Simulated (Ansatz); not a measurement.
`[NH2][Sc]([OH])[OH]` and `[OH][Sc]([OH])[O][SiH3]` differ in one atom or group.

Ansatz, PBE0-D4/def2-TZVP geometries, multiplicity 1. Each molecule was computed in one conformer, which needn't be the lowest.

Scalar relativity is left out up to krypton.

```csv
property,`[NH2][Sc]([OH])[OH]`
HOMO energy (PBE0/def2-TZVPP) / eV,-6.79
LUMO energy (ωB97M-V/def2-TZVPP) / eV,0.17
HOMO–LUMO gap (PBE0/def2-TZVPP) / eV,5.56
HOMO–LUMO gap (ωB97M-V/def2-TZVPP) / eV,9.33
LUMO energy (PBE/def2-TZVPP) / eV,-2.12
HOMO–LUMO gap (B3LYP/def2-TZVPP) / eV,4.97
```

Give the same properties after the change, and the shifts. (Best estimate.)

Computed: 
```json
{"property": "HOMO energy (PBE0/def2-TZVPP) / eV", "`[OH][Sc]([OH])[O][SiH3]`": "-8.16", "shift": "-1.37"}
{"property": "LUMO energy (ωB97M-V/def2-TZVPP) / eV", "`[OH][Sc]([OH])[O][SiH3]`": "-0.22", "shift": "-0.39"}
{"property": "HOMO–LUMO gap (PBE0/def2-TZVPP) / eV", "`[OH][Sc]([OH])[O][SiH3]`": "6.49", "shift": "0.93"}
{"property": "HOMO–LUMO gap (ωB97M-V/def2-TZVPP) / eV", "`[OH][Sc]([OH])[O][SiH3]`": "10.27", "shift": "0.94"}
{"property": "LUMO energy (PBE/def2-TZVPP) / eV", "`[OH][Sc]([OH])[O][SiH3]`": "-2.61", "shift": "-0.49"}
{"property": "HOMO–LUMO gap (B3LYP/def2-TZVPP) / eV", "`[OH][Sc]([OH])[O][SiH3]`": "5.89", "shift": "0.92"}
```

With PBE0 the HOMO falls by 1.37 eV and the LUMO falls by 0.44 eV, so the gap widens by about 0.93 eV. PBE moves the HOMO by -1.22 eV and ωB97M-V by -1.32 eV.

B3LYP here is the variant with VWN-RPA as its local correlation; programs differ in this.
